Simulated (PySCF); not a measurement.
## Field gradients at the hydrogen positions

Compound: C4H14N2Si.
Z-matrix (Å and degrees, PBE0-D3(BJ)/def2-SVP geometry), rows numbered from 1:
```
C 
C   1  1.5194
C   2  1.5280  1  111.53
N   2  1.4657  1  109.95  3   127.03
C   4  1.4420  2  115.13  1   163.21
N   4  1.3940  2  113.40  1   -65.02
Si  6  1.7355  4  116.13  2   126.04
H   1  1.1008  2  110.22  3   -62.97
H   1  1.1002  2  110.88  3    56.95
H   1  1.0997  2  110.48  3   177.62
H   2  1.1041  1  108.16  3  -118.99
H   3  1.1011  2  112.12  1  -179.01
H   3  1.1003  2  110.66  1   -59.08
H   3  1.1018  2  110.65  1    59.84
H   5  1.1126  4  113.62  2    69.51
H   5  1.1006  4  109.93  2   -51.62
H   5  1.1003  4  109.36  2  -170.19
H   6  1.0216  4  115.98  2   -78.98
H   7  1.4961  6  106.27  4   174.63
H   7  1.4928  6  110.87  4   -65.80
H   7  1.5002  6  113.50  4    55.34
```

Level: PBE0/pcSseg-1 (PySCF, non-relativistic); Q(2H) = 0.00286 b; rigid geometry, the same for H and D, with no vibrational averaging.

Question: Rank these positions by the coupling χzz of a deuteron there, largest first.
A. H14 (methyl hydrogen)
B. H11 (methine hydrogen)
C. H21 (Si–H hydrogen)
D. H15 (methyl hydrogen)
E. H18 (N–H hydrogen)

Answer: E (258 kHz), A (195 kHz), B (186 kHz), D (180 kHz), C (91 kHz).

Q: Give the electric field gradient Vzz (the principal value of largest size), its asymmetry and the 2H coupling at each hydrogen.

A: 
| atom | bonded to | bond length (Å) | Vzz (au) | η | χzz (kHz) |
| --- | --- | --- | --- | --- | --- |
| H8 | C1 | 1.101 | 0.2905 | 0.02 | 195 |
| H9 | C1 | 1.100 | 0.2943 | 0.03 | 198 |
| H10 | C1 | 1.100 | 0.2938 | 0.02 | 197 |
| H11 | C2 | 1.104 | 0.2768 | 0.05 | 186 |
| H12 | C3 | 1.101 | 0.2927 | 0.02 | 197 |
| H13 | C3 | 1.100 | 0.2939 | 0.02 | 198 |
| H14 | C3 | 1.102 | 0.2903 | 0.00 | 195 |
| H15 | C5 | 1.113 | 0.2681 | 0.06 | 180 |
| H16 | C5 | 1.101 | 0.2880 | 0.06 | 194 |
| H17 | C5 | 1.100 | 0.2873 | 0.06 | 193 |
| H18 | N6 | 1.022 | 0.3833 | 0.22 | 258 |
| H19 | Si7 | 1.496 | 0.1381 | 0.04 | 93 |
| H20 | Si7 | 1.493 | 0.1401 | 0.03 | 94 |
| H21 | Si7 | 1.500 | 0.1353 | 0.04 | 91 |

Q: Average by the element that carries the hydrogen.

A: on C: 193 kHz over 10 positions, mean bond length 1.102 Å; on N: 258 kHz over 1 position, mean bond length 1.022 Å; on Si: 93 kHz over 3 positions, mean bond length 1.496 Å.

Q: How does χzz go with the bond length over the 10 C–H bonds?

A: A straight-line fit has a slope of -13.7 kHz for each 0.01 Å, with a correlation coefficient of -0.92, over lengths from 1.100 to 1.113 Å. The longer bonds have the smaller couplings here.

Q: Give the 2H NMR doublet splittings at H8 for a magnetic field along the z, y and x axes of the gradient: 3χ/2, 3χ(1 + η)/4, 3χ(1 − η)/4.

A: With |χ| = 195.2 kHz and η = 0.020: 293, 149 and 143 kHz, to first order and without motion.

Isolated species at its PBE0-D3(BJ)/def2-SVP geometry (one conformer only). These gradients aren't converged with respect to the basis.
